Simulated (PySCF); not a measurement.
Mn¹⁴⁺ (manganese, charge +14) across methods

[Ne] 3s1, 2S determinant. All numbers are calculated (PySCF 2.14, scalar relativity by spin-free X2C-1e, in an uncontracted even-tempered set (18 s from 0.93 bohr⁻², ratio 2.5; 11 p from 1.2 bohr⁻², ratio 2.5; 5 d from 5 bohr⁻², ratio 2.7; 4 f from 7.5 bohr⁻², ratio 2.7)).

| method | E (hartree) | mean ε 2p α (eV) | mean ε 2p β (eV) | mean ε 3s α (eV) | Σ⟨r²⟩ (bohr²) | ⟨S²⟩ |
| --- | --- | --- | --- | --- | --- | --- |
| LDA | -1067.603 | -1048.5 | -1047.5 | -422.71 | 1.193 | 0.750 |
| PBE0 | -1069.927 | -1061.3 | -1060.1 | -425.95 | 1.192 | 0.750 |
| TPSSh | -1070.162 | -1055.0 | -1053.9 | -424.09 | 1.192 | 0.750 |
| r2SCAN | -1070.124 | -1054.5 | -1053.5 | -423.27 | 1.193 | 0.750 |
| UHF | -1069.68316 | -1095.9 | -1094.5 | -434.66 | 1.193 | 0.750 |
| PBE | -1069.864 | -1049.2 | -1048.1 | -422.83 | 1.192 | 0.750 |

**Question.** Estimate the same row for revPBE.

**Answer.** E (hartree) = -1070.048; mean ε 2p α (eV) = -1049.2; mean ε 2p β (eV) = -1048.1; mean ε 3s α (eV) = -422.72; Σ⟨r²⟩ (bohr²) = 1.192; ⟨S²⟩ = 0.750.
